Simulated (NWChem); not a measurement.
Molecule: C$_{3}$H$_{3}$, doublet; SMILES [CH]=C=C

Results from NWChem. Pople sets run with spherical d functions. Spin-unrestricted. In the optimisation the excess spin sits in b1 (C2v, its own frame). Coordinates come from a PBE0/def2-SVP, spin-unrestricted optimisation. No stability test was run on the SCF state.

For level PBE/6-31G*:

- highest occupied level (eV) = -4.72
- lowest empty minus highest occupied level, either spin (eV) = 1.62

Problem. Estimate the same quantities for level PBE/STO-3G.

Solution. 
- highest occupied level (eV): -2.86
- lowest empty minus highest occupied level, either spin (eV): 2.08
